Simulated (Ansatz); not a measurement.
`C#[C][Zr]([Cl])([Cl])[Cl]` + `[F][Ge]([F])([F])[F]` → `[F][Zr]([Cl])([Cl])[Cl]` + `C#[C][Ge]([F])([F])[F]` at 500 K and 1 bar (redistribution).

Computed with Ansatz on PBE0-D4/def2-TZVP structures; ΔE is electronic, products minus reactants. CCSD(T)/CBS adds triple-zeta CCSD(T) − MP2 to the extrapolated MP2 energy (def2 sets, frozen cores). def2 core potentials past Kr. For Ge, Zr outer-core shells are correlated without core-valence functions, which leaves a few kJ/mol of doubt a bond. Scalar relativity is left out up to krypton.

| species | CCSD(T)/CBS energy (Eh) | H − E (kJ/mol) | S (J/(mol·K)) |
| --- | --- | --- | --- |
| `C#[C][Zr]([Cl])([Cl])[Cl]` | -1503.20894 | 109.2 | 472.1 |
| `[F][Ge]([F])([F])[F]` | -2475.42984 | 61.4 | 349.2 |
| `[F][Zr]([Cl])([Cl])[Cl]` | -1526.43176 | 57.0 | 419.9 |
| `C#[C][Ge]([F])([F])[F]` | -2452.25077 | 114.3 | 405.2 |

H − E and S are ideal-gas, rigid-rotor, harmonic terms from PBE0-D4/def2-TZVP. 1 Eh = 2625.50 kJ/mol, R = 8.31446 J/(mol·K).

Task: By hand: ΔE, ΔH, ΔS and ΔG.

Result: ΔE = (-1526.43176) + (-2452.25077) − (-1503.20894) − (-2475.42984) = -0.04375 Eh = -114.9 kJ/mol. Δ(H − E) = 57.0 + 114.3 − 109.2 − 61.4 = 0.7, so ΔH = -114.2 kJ/mol. ΔS = 419.9 + 405.2 − 472.1 − 349.2 = 3.8 J/(mol·K). ΔG = -114.2 − 500 × (3.8)/1000 = -116.1 kJ/mol.

Task: By hand: the equilibrium constant, and the temperature at which ΔG would vanish if ΔH and ΔS stayed fixed.

Result: log₁₀ K = −ΔG/(RT ln 10) = 12.1. ΔH and −TΔS have one sign here, so there is no such temperature.

The number of gas molecules stays the same, so ΔS is small and ΔH decides. A doubt of 5 kJ/mol in ΔE shifts log₁₀ K by 0.5 here. These are equilibria of isolated gas molecules and say nothing of rates. Largest T1 diagnostic: 0.016 (customary marks: 0.02 for closed shells, 0.045 for open ones).

ΔS is within the doubt of such terms, so its sign, and with it that verdict, could turn.
